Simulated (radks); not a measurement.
The numbers below are computed, except where a source is named.
Problem. Mo V, configuration [Kr] 4d2 (the NIST ground configuration). Code: a radial shooting solver on a logarithmic mesh with Libxc functionals. Model: scalar-relativistic Kohn-Sham, r2SCAN, spin-polarised, spherical densities, finite nucleus; open shells are filled with parallel spins first (spin-orbit coupling, left out, can overturn this in heavy ions); meta-GGA in the generalised Kohn-Sham scheme; Fermi nuclear charge, rms radius 4.4091 fm. Some entries of the table are withheld. Estimate them.

| orbital | occ. | eigenvalue (eV) | r(max) (bohr) |
|---|---|---|---|
| 1s down | 1 | -19914.77 | 0.02287 |
| 1s up | 1 | -19914.75 | 0.02287 |
| 2s up | 1 | -2867.407 | 0.1295 |
| 2s down | 1 | -2866.969 | 0.1295 |
| 2p up | 3 | -2566.029 | 0.1036 |
| 2p down | 3 | -2565.715 | 0.1036 |
| 3s up | 1 | -533.9262 | 0.3829 |
| 3s down | 1 | -533.7869 | 0.3830 |
| 3p up | 3 | -434.2275 | 0.3767 |
| 3p down | 3 | -434.0423 | 0.3768 |
| 3d up | 5 | (1) | 0.3233 |
| 3d down | 5 | (2) | 0.3234 |
| 4s up | 1 | -114.0334 | (3) |
| 4s down | 1 | -112.0013 | (4) |
| 4p up | 3 | (5) | 1.061 |
| 4p down | 3 | (6) | 1.056 |
| 4d up | 2 | -47.0573 | 1.274 |
| 4d down | 0 | -44.2252 | 1.261 |

Solution. 
(1) 3d up eigenvalue (eV): -272.6310
(2) 3d down eigenvalue (eV): -272.2715
(3) 4s up r(max) (bohr): 0.9866
(4) 4s down r(max) (bohr): 0.9816
(5) 4p up eigenvalue (eV): -86.7301
(6) 4p down eigenvalue (eV): -84.4562
